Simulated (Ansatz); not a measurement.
`O[SiH2]/C=C/[SeH]` + `[CH3][AlH][OH]` → `[CH3][Al]([OH])[SeH]` + `C=C[SiH2]O`  (formal exchange of groups at the Se–C bond)

Computed with Ansatz on PBE0-D4/def2-TZVP structures; ΔE is electronic, products minus reactants. CCSD(T)/CBS is the MP2 limit (def2-TZVPP, def2-QZVPP) plus CCSD(T) − MP2 in def2-TZVPP, frozen cores. DFT in def2-TZVPP. B3LYP here is the variant with VWN-RPA as its local correlation; programs differ in this. For Se outer-core shells are correlated without core-valence functions, which leaves a few kJ/mol of doubt a bond. Scalar relativity is left out up to krypton. Each species was taken in one conformer, which may not be the lowest.

`O[SiH2]/C=C/[SeH]`:

Z-matrix (Å, degrees):
```
Si
C 1 1.843
O 1 1.650 2 108.7
H 1 1.490 2 107.4 3 121.1
H 1 1.492 2 111.6 3 -119.9
C 2 1.333 1 120.5 3 -119.8
H 2 1.089 1 120.0 3 61.1
H 3 0.958 1 117.3 2 -155.7
Se 6 1.891 2 124.1 1 -178.5
H 6 1.086 2 121.6 1 1.3
H 9 1.467 6 95.1 2 -178.6
```

`[CH3][AlH][OH]`:

```xyz
8

C     0.320    1.180   -0.335
Al   -0.185   -0.503    0.489
O    -0.346   -1.859   -0.524
H    -0.468    1.929   -0.209
H     0.511    1.068   -1.404
H     1.219    1.595    0.131
H    -0.457   -0.689    2.044
H    -0.594   -2.721   -0.192
```

`[CH3][Al]([OH])[SeH]`:

Z-matrix (Å, degrees):
```
C
Al 1 1.936
H 1 1.094 2 110.6
H 1 1.093 2 111.7 3 119.3
H 1 1.092 2 111.0 3 -119.4
O 2 1.694 1 119.5 3 97.9
Se 2 2.330 1 120.0 3 -81.7
H 6 0.955 2 124.9 1 -179.1
H 7 1.469 2 92.7 1 178.7
```

`C=C[SiH2]O`:

Cartesian coordinates in Å:
```
C -0.012 1.083 1.232
C 0.394 -0.137 0.889
Si -0.053 -0.929 -0.730
O -0.844 0.128 -1.718
H -0.642 1.676 0.575
H 0.258 1.540 2.180
H 1.019 -0.689 1.591
H 1.193 -1.435 -1.374
H -0.986 -2.065 -0.528
H -0.326 0.828 -2.116
```

```tsv
level	ΔE (kJ/mol)	difference from CCSD(T)/CBS
PBE-D4	-146.0	13.5
PBE0-D4	-154.7	4.8
B3LYP-D4	-151.5	8.0
MP2/def2-TZVPP	-153.8	5.7
CCSD/def2-TZVPP	-158.1	1.4
CCSD(T)/def2-TZVPP	-155.4	4.1
HF/def2-QZVPP	-168.6	-9.1
SCS-MP2/def2-QZVPP	-154.5	5.0
HF/CBS(def2)	-168.4	-8.9
MP2/CBS(def2)	-157.9	1.6
CCSD(T)/CBS	-159.5	0
```

Largest T1 diagnostic among the species: 0.011.

From PBE to PBE0 (25 % exact exchange), in def2-TZVPP and without D4, ΔE moves by −8.5 kJ/mol. In def2-TZVPP, CCSD(T) changes the Hartree–Fock value by +14.4 kJ/mol (the triples alone add +2.7 kJ/mol) and MP2 by +16.0 kJ/mol.
